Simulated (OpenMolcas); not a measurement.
# Ni6+: effect of the active space

```yaml
Program: OpenMolcas 26.06
Method: MS-CASPT2 or its RAS form, IPEA 0.25 Eh, imaginary shift 0.1 Eh
Basis: ANO-RCC-VQZP
Scalar_Hamiltonian: DKH2, point nucleus
Spin-orbit_coupling: state interaction with AMFI integrals over the reference wave functions, term energies averaged over their components
```

A. 4 electrons in 5 orbitals (3d); 2S+1 = 5 even, 5 roots; 2S+1 = 3 even, 45 roots; 2S+1 = 1 even, 50 roots; closed shells correlated: 3s 3p; CASPT2 step roughly 50 core-seconds
B. 10 electrons in 8 orbitals (RAS1 3p, at most 2 holes; RAS2 3d); 2S+1 = 5 even, 5 roots; 2S+1 = 3 even, 45 roots; 2S+1 = 1 even, 44 roots; closed shells correlated: 3s; CASPT2 step about 2.1 core-minutes
C. 4 electrons in 10 orbitals (3d 4d); 2S+1 = 5 even, 5 roots; 2S+1 = 3 even, 45 roots; 2S+1 = 1 even, 44 roots; closed shells correlated: 3s 3p; CASPT2 step roughly 21 core-minutes

Energies in cm⁻¹ above 3d⁴ ⁵D₀, the measured ground level; measured values from Corliss and Sugar, J. Phys. Chem. Ref. Data 10, 197 (1981).

| Level | A | B | C | Measured |
| --- | --- | --- | --- | --- |
| 3d⁴ ⁵D₀ | 0.0 | 0.0 | 0.0 | 0.0 |
| 3d⁴ ⁵D₁ | 284 | 288 | 285 | 279 |
| 3d⁴ ⁵D₂ | 821 | 833 | 826 | 804 |
| 3d⁴ ⁵D₃ | 1570 | 1594 | 1583 | 1520 |
| 3d⁴ ⁵D₄ | 2490 | 2530 | 2520 | 2392 |
| 3d⁴ ³P₀(1) | 30450 | 30820 | 30640 | 30077 |
| 3d⁴ ³H₄ | 32100 | 32080 | 32180 | 31672 |
| 3d⁴ ³P₁(1) | 32140 | 32530 | 32340 | 31836 |
| 3d⁴ ³H₅ | 32750 | 32730 | 32850 | 32286 |
| 3d⁴ ³H₆ | 33430 | 33410 | 33560 | 32877 |
| 3d⁴ ³F₂(1) | 34730 | 35020 | 34850 | 34247 |
| 3d⁴ ³F₃(1) | 34820 | 35120 | 34950 | 34317 |
| 3d⁴ ³P₂(1) | 34850 | 35280 | 35060 | 34555 |
| 3d⁴ ³F₄(1) | 35110 | 35410 | 35260 | 34576 |
| 3d⁴ ³G₃ | 38780 | 39030 | 38870 | 38160 |
| 3d⁴ ³G₄ | 39440 | 39700 | 39560 | 38746 |
| 3d⁴ ³G₅ | 39980 | 40240 | 40130 | 39247 |
| 3d⁴ ³D₃ | 47570 | 48160 | 47710 |  |
| 3d⁴ ³D₂ | 47800 | 48390 | 47930 |  |
| 3d⁴ ³D₁ | 48070 | 48660 | 48180 |  |
| 3d⁴ ¹G₄(1) | 48330 | 48650 | 48600 |  |
| 3d⁴ ¹I₆ | 48960 | 48620 | 49090 |  |
| 3d⁴ ¹F₃ | 68360 | 68560 | 68610 |  |
| 3d⁴ ³P₂(2) | 79940 | 80130 | 80100 |  |

Deviations, from unrounded energies. A percentage is the sum of absolute deviations over the sum of measured energies, with the sign that they share, or ± where signs differ.

```csv
Against measurement,Levels,A,B,C
mean absolute deviation (cm-1),16,390,560,490
fine structure of the ground term (%),4,+3.4,+5.1,+4.4
other terms of the ground configuration (%),12,+1.5,+2.1,+1.9
```

A lies closest to measurement on these levels and B furthest from it. The largest miss of A in the table is 3d⁴ ³G₅, by +730 cm-1. The ranking rests on the paired levels alone, and a cruder setting can come out closer through cancelling errors.

The spin-orbit steps hold different terms of 3d⁴ (B lacks a ¹D, a ¹S; C lacks a ¹D, a ¹S), which shifts levels as well.

The two smallest mean deviations differ by little beside CASPT2's spread within terms, so their order carries little weight.

Among A to C the level of the table that moves most is 3d⁴ ³D₂, by 590 cm-1 (lowest in A, highest in B). Moves below CASPT2's spread within the term are not significant.

Term energies are means over components that CASPT2 splits; among the terms shown or strongly mixed into the levels shown the widest spread is 1300 cm-1 (3d⁴ ¹I, B). The CASPT2 spread within a term exceeds the gap to the next term for 3d⁴ ³D and 3d⁴ ¹G(1), 3d⁴ ¹G(1) and 3d⁴ ¹I, so the order of their levels is uncertain (figures for A; the like holds for B, C). Active for correlation alone: 3p; no level in the range computed is led by a configuration that opens it, so any true level of that kind is missing (holds for B). Active for correlation alone: 4d; no level in the range computed is led by a configuration that fills it, so any true level of that kind is missing (holds for C). Measured partners are found by configuration, term and J. A level has none where our copy of the source lacks it or the pairing is in doubt (some pairs that miss far off the trend of their configuration count as doubtful), and it then counts in no deviation. Levels of configurations outside the active space are missing. The table leaves out levels that lie high or whose names do not pair safely across all columns.

A number in round brackets counts repeated terms of one configuration in the order of the reference energies.
